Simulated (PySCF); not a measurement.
BrClF2Ge. Atoms are numbered in the order given.

```xyz
5

F      1.2882     0.7993    -1.3645
Ge     0.3077     0.4650     0.0000
F      1.2882     0.7993     1.3645
Cl    -1.3379     1.7871     0.0000
Br    -0.2940    -1.7043     0.0000
```
Charge 0, spin multiplicity 1.

Geometry: PBE0-D3(BJ)/def2-SVP. The structure was generated by enumeration, and PubChem lists no compound with its InChIKey, so it may never have been made.

The numbers are results of PySCF with KT2/pcSseg-1, not measurements.

GIAO shieldings, no solvent; atoms alike by connectivity are averaged. δ = σ(ref) − σ: ¹⁹F against CFCl3 (σ = 127.1 ppm); ⁷³Ge against GeH4 (σ = 1669.3 ppm); ³⁵Cl against HCl (σ = 945.4 ppm), references at their B3LYP-D3(BJ)/def2-TZVP geometries, non-relativistic (without spin–orbit terms, shifts of atoms bonded to Cl or Br come out too high).

| nucleus | atoms | count | δ (ppm) |
|---|---|---|---|
| ¹⁹F | F1, F3 | 2 | -100.1 |
| ⁷³Ge | Ge2 | 1 | 389.7 |
| ³⁵Cl | Cl4 | 1 | 192.0 |
